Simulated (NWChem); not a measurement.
System: BI3; SMILES IB(I)I

All runs: NWChem. Medium grid unless said otherwise, to which SCAN and Minnesota functionals are sensitive. Coordinates come from a PBE0/def2-SVP optimisation. def2 effective core potentials on I; no spin-orbit coupling. Hybrids' shares of exact exchange are those that their runs print; pure functionals count as 0. The functionals differ in more than this share.

```
row               share of exact exchange  highest occupied level (eV)
----------------  -----------------------  ---------------------------
PBE/def2-SVP                         0.00                        -6.17
BLYP/def2-SVP                        0.00                        -5.91
TPSSh/def2-SVP                       0.10                        -6.76
B3LYP/def2-SVP                       0.20                        -7.02
B97-2/def2-SVP                       0.21                        -7.09
r2SCAN0/def2-SVP                     0.25                        -7.56
M05-2X/def2-SVP                      0.56                     withheld
```

**Question.** Fit a straight line of the last column on the one before it, predict the withheld value, and compare with the run.

**Answer.** 
1. Means of the 6 shown rows: x = 0.127, y = -6.752. Slope Σ(x − x̄)(y − ȳ)/Σ(x − x̄)² = -0.3276/0.06033 = -5.430; intercept -6.064.
2. The shown rows scatter about the line by 0.134 (root mean square); the largest residual is +0.15, at BLYP/def2-SVP.
3. At x = 0.56 (M05-2X/def2-SVP; beyond the shown range) the line gives -9.10.
4. The run gives -8.79, +0.31 from the line, 2.3 times the scatter.
